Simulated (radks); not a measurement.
Results of a calculation; reference values are marked as such.
Task: Bi2+, configuration [Hg] 6p1. Level of theory: non-relativistic Kohn-Sham, TPSS, spin-unpolarised, spherical densities, point nucleus; meta-GGA in the generalised Kohn-Sham scheme; relativity is left out, which matters for an element this heavy (a radial shooting solver on a logarithmic mesh with Libxc functionals). Some entries of the table are withheld. Estimate them.

| orbital | occ. | eigenvalue (Ry) | <r^2> (bohr^2) | <1/r> (bohr^-1) |
|---|---|---|---|---|
| 1s | 2 | -5959.838 | (1) | 82.46 |
| 2s | 2 | -1008.158 | 0.006878 | 19.46 |
| 2p | 6 | -971.0822 | 0.005068 | 19.49 |
| 3s | 2 | -242.8248 | 0.04218 | 7.581 |
| 3p | 6 | -225.1744 | 0.03874 | (2) |
| 3d | 10 | -192.3474 | 0.02967 | (3) |
| 4s | 2 | -55.67947 | 0.1980 | 3.350 |
| 4p | 6 | -47.87581 | 0.2017 | 3.264 |
| 4d | 10 | -33.49460 | 0.2082 | 3.092 |
| 4f | 14 | -13.99927 | 0.2217 | 2.790 |
| 5s | 2 | (4) | 0.9601 | 1.439 |
| 5p | 6 | -7.88798 | 1.102 | 1.336 |
| 5d | 10 | -3.54006 | 1.673 | 1.083 |
| 6s | 2 | -1.96177 | 5.948 | 0.5475 |
| 6p | 1 | -1.38990 | 8.127 | 0.4656 |
| 6d | 0 | -0.67303 | 18.40 | 0.3076 |
| 7s | 0 | -0.66649 | 29.32 | 0.2457 |

Result: 
(1) 1s <r^2> (bohr^2): 0.0004439
(2) 3p <1/r> (bohr^-1): 7.536
(3) 3d <1/r> (bohr^-1): 7.472
(4) 5s eigenvalue (Ry): -10.54356
